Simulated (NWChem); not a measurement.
System: C$_{3}$H$_{5}$Cl; SMILES ClC(C)=C

```xyz
9

C      1.3310    -0.9961     0.0000
C      0.1205    -0.4383     0.0000
C     -1.1879    -1.1531     0.0000
Cl    -0.0337     1.3012     0.0000
H      2.2407    -0.3938     0.0000
H      1.4252    -2.0845     0.0000
H     -1.7806    -0.8762     0.8860
H     -1.0350    -2.2412     0.0000
H     -1.7806    -0.8762    -0.8860
```
Atoms are numbered in this order, from 1.

Program: NWChem. Geometry optimised at PBE0/def2-SVP; all other runs use it. 

```json
[
 {"quantity": "−ε(HOMO) (eV)", "level": "PBE0/def2-SVP", "value": "7.18"},
 {"quantity": "solvation free energy (kcal/mol) in water", "level": "PBE0/def2-SVP, SMD", "value": "0.5"},
 {"quantity": "isotropic polarisability (bohr³), static", "level": "PBE0/def2-SVPD", "value": "52.8"},
 {"quantity": "vertical, lowest state with f > 0.02, singlet (eV)", "level": "PBE0/def2-SVPD, TDA", "value": "7.01"},
 {"quantity": "dipole (D)", "level": "PBE0/def2-SVP", "value": "1.53"},
 {"quantity": "highest harmonic frequency (cm⁻¹)", "level": "PBE0/def2-SVP", "value": "3292"}
]
```
